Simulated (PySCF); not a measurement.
C2H6Bi (SMILES [CH3][Bi+][CH3]), charge +1, singlet, at a GFN2-xTB geometry (such geometries of metal compounds can be far from the true shape) (core potentials on Bi). Base run: HF/def2-SV(P) (PySCF).

Input for PySCF:
```python
from pyscf import gto, scf

mol = gto.M(
    atom='''
Bi    0.15849311    0.10790182    0.21239339
C     0.52118305   -0.24898510   -1.92464095
H     0.98888105   -1.23149384   -1.99671150
H     1.21958302    0.46118616   -2.34720890
H    -0.39610693   -0.28846732   -2.49484116
C    -1.88803974   -0.68156838    0.09294414
H    -2.01900144   -1.35573395   -0.74159636
H    -2.53845945    0.17654376   -0.07984695
H    -2.20868459   -1.13456466    1.02173404
''',
    basis='def2-sv(p)',
    ecp={'Bi': 'def2-sv(p)'},
    charge=1,
    verbose=5,
)

mf = scf.RHF(mol)
mf.kernel()
mo_i, mo_e, stable_i, stable_e = mf.stability(internal=True, external=True, return_status=True, nroots=6, tol=1e-6)
print('internally stable:', stable_i, ' externally stable:', stable_e)
if not stable_e:
    umf = mf.to_uhf() if not hasattr(mf, 'xc') else mf.to_uks()
    umf.scf_summary = {}
    umf.kernel(umf.make_rdm1(mo_e, umf.mo_occ))
```

The bond that is stretched is that between atoms 8 and 6. A test that says stable can miss a lower solution.

Variants of this job, named by their change:

```csv
change,ΔE vs base (kcal/mol),<S^2>,E after following the instability (Eh),<S^2> there,HOMO-LUMO gap (eV),stability test says
base,0.000,0.000,-,-,9.20,stable
bond × 1.25,17.69,0.000,-,-,9.22,stable
bond × 1.5,48.72,0.000,-,-,9.19,stable
bond × 1.8,83.9,0.000,-292.30789,0.63,8.83,external instability
bond × 2.2,121.3,0.000,-292.29344,0.95,7.58,external instability
bond × 3.0,167.6,0.000,-292.28903,1.06,5.11,external instability
```

Where a bond breaks into two radicals, a solution with restricted orbitals usually stops being the lowest and lies too high; an unrestricted one lies lower at the price of spin contamination, which <S^2> shows.
